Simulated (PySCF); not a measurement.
Computed IR spectrum (relative IR intensity) of a molecule C3H12OSi2. Coordinates come from a PBE-D3(BJ)/def2-SVP optimisation. Other conformers were not sampled. These are PBE-D3(BJ)/def2-SVP in PySCF values and carry that method's errors. Frequencies are harmonic and unscaled.

Lines under 2 % of the strongest are left out, and lines within 2 cm⁻¹ are merged.

ν (cm⁻¹): 155 (vw), 191 (m), 238 (m), 318 (vw), 457 (vw), 594 (w), 677 (m), 684 (m), 737 (m), 748 (w), 774 (w), 807 (vs), 833 (m), 875 (vs), 919 (s), 953 (w), 982 (vw), 1024 (m), 1030 (m), 1329 (vw), 1428 (vw), 2125 (s), 2135 (m), 2145 (m), 2189 (m), 2964 (m), 3047 (w), 3052 (w), 3766 (m) (against the strongest line: vs over 80 %, s over 45 %, m over 15 %, w over 4 %, vw less)

Question: Which molecule gave these data?
A) CCCO[SiH2][SiH3]
B) CC(C)([SiH3])[SiH2]O
C) CC[SiH2]C[SiH2]O
D) CO[SiH2][C@H](C)[SiH3]

Answer: C, CC[SiH2]C[SiH2]O
